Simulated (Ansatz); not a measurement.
S (SMILES [S]), triplet; CCSD(T)/cc-pVDZ run with Ansatz (a first-principles code).

Here is a job for Ansatz.
Ansatz 0.2 input:
```yaml
crystal:
  periodic: [false, false, false]
  atoms:
    - {symbol: S, position_ang: [0.00000000, 0.00000000, 0.00000000]}
basis:
  gaussian:
    orbitals: cc-pVDZ
magnetization: {spin_polarized: true, initial_magnetization: 2}
correlation: {method: ccsd_t}
```

What the program printed (banner, timings and long lists left out):

```
Functional definition: HF
103 factors; integrals over basis functions are off by at most 3.5e-5 eV
mean field evaluation 1: about -10816.2573 eV, gradient 4.4e0 eV
mean field evaluation 2: about -10816.2635 eV, gradient 4.4e0 eV
mean field evaluation 4: about -10816.4369 eV, gradient 3.7e-1 eV
mean field evaluation 8: about -10816.4390 eV, gradient 3.5e-3 eV
mean field evaluation 16: about -10816.4375 eV, gradient 3.7e-1 eV
mean field evaluation 32: about -10816.4390 eV, gradient 1.7e-4 eV
mean field evaluation 64: about -10816.4390 eV, gradient 2.5e-3 eV
mean field -10816.43899837 eV, -397.4968015445 hartree, gradient 7.1e-6 eV, S^2 2.006916; 4 other end points of the search recorded, 0 dependent functions left out
5 core orbitals not correlated
reference -10816.43899837 eV, -397.4968015445 hartree; 4, 2 occupied and 9, 11 virtual orbitals, 103 factors
second order -2.28035346 eV of doubles, -0.00000000 eV of singles
cycle   1  -2.67429694 eV  change   -3.9e-1 eV  update   3.9e-2
cycle   2  -2.78640121 eV  change   -1.1e-1 eV  update   1.2e-2
cycle   3  -2.79188827 eV  change   -5.5e-3 eV  update   2.2e-3
cycle   4  -2.79236333 eV  change   -4.8e-4 eV  update   3.2e-4
cycle   5  -2.79224386 eV  change    1.2e-4 eV  update   6.7e-5
cycle   6  -2.79228857 eV  change   -4.5e-5 eV  update   1.7e-5
cycle   7  -2.79227157 eV  change    1.7e-5 eV  update   3.1e-6
cycle   8  -2.79227655 eV  change   -5.0e-6 eV  update   5.2e-7
perturbative correction -0.03092233 eV, -0.0011363745 hartree
Total energy: -10819.26219725 eV, -397.6005521895 hartree
```
